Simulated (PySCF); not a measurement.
Compound: C₇HN.
Atom-mapped SMILES: `[CH:1]#[C:2][C:3]#[C:4][C:5]#[C:6][C:7]#[N:8]` (hydrogens: H9 on C1)

All values: CAM-B3LYP/def2-SVPD (PySCF, non-relativistic), on one gas-phase PBE0-D3(BJ)/def2-SVP geometry that isn't relaxed in the solvent. The solvent is an IEF-PCM continuum (Bondi radii, 1.10 Å for H, scaled by 1.2), and excitations are vertical TDDFT with non-equilibrium linear response and a frozen core. Specific hydrogen bonds and non-electrostatic terms are outside this model.

```csv
run,E − E(gas) (kJ/mol),HOMO (eV),HOMO–LUMO gap (eV),dipole (D),lowest singlet (eV),static polarisability (au)
gas,0.00,-8.98,7.02,5.37,3.32,116.8
P,-14.20,-8.87,6.99,6.82,3.30,152.4
Q,-19.50,-8.84,6.98,7.33,3.30,166.8
```

Task: The runs were made in chloroform and methanol. Which run belongs to which solvent?

Result: P = chloroform, Q = methanol. The dielectric constants are 4.711 (chloroform), 32.61 (methanol), and the energy falls further as ε rises. The optical constants n² used for the excitations are 2.09, 1.77 in the same order. In this model the ground state sees the solvent through ε alone.

Task: How constant is the ratio of the lowering to (ε − 1)/(2ε + 1)?

Result: 
```
   solvent  (ε − 1)/(2ε + 1)  E − E(gas) (kJ/mol)  ratio (kJ/mol)  polarisation term (kJ/mol)
chloroform             0.356               -14.20           -39.9                      -16.71
  methanol             0.477               -19.50           -40.9                      -24.20
```

The ratio changes by +2.4 % in size from chloroform to methanol. The polarisation term is half the interaction of the solute with the induced surface charges.
